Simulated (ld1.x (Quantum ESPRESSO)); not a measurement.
**Configuration tests for Zr (Z = 40) (TM)**

zirconium (Zr), norm-conserving Troullier–Martins (Kleinman–Bylander form), made with ld1.x (Quantum ESPRESSO) 7.5 (PBE, fully relativistic). Core [Kr], reference 4d2 5s1 5p1. Waves: 5s (bound): rc 2.90 bohr; 5p (bound): rc 3.65 bohr; 4d (bound): rc 1.90 bohr. Local part: all-electron potential smoothed inside 3.10 bohr (lloc = -2). Core correction: none.

Open shells are filled in proportion to 2j + 1 (rel_dist='average').

Energies are relative to the spin-unpolarised reference configuration 4d2 5s1 5p1; without spin polarisation the order of configurations can differ from experiment.

Task: Give the all-electron excitation energy and the error of the potential for: 4d2 5s2 5p0; 4d2 5s1 5p0; 4d2 5s0 5p0; 4d3 5s1 5p0; 4d2 5s0 5p2; 4d2.5 5s1.5 5p0; 4d3 5s0 5p0.

Result:

```csv
valence configuration,charge,ΔE all-electron (eV),error AE − PS (meV)
4d2 5s2 5p0,0,-3.039,+4.2
4d2 5s1 5p0,+1,4.098,+1.5
4d2 5s0 5p0,+2,17.038,+130
4d3 5s1 5p0,0,-1.844,-29
4d2 5s0 5p2,0,3.170,+7.9
4d2.5 5s1.5 5p0,0,-2.525,-9.9
4d3 5s0 5p0,+1,4.483,-0.3
```

Levels in the configuration 4d2 5s1 5p0:

| level | all-electron (eV) | pseudo (eV) |
| --- | --- | --- |
| 4d j=3/2 | -10.067 | -10.042 |
| 4d j=5/2 | -9.925 | -9.901 |
| 5s j=1/2 | -9.943 | -9.925 |
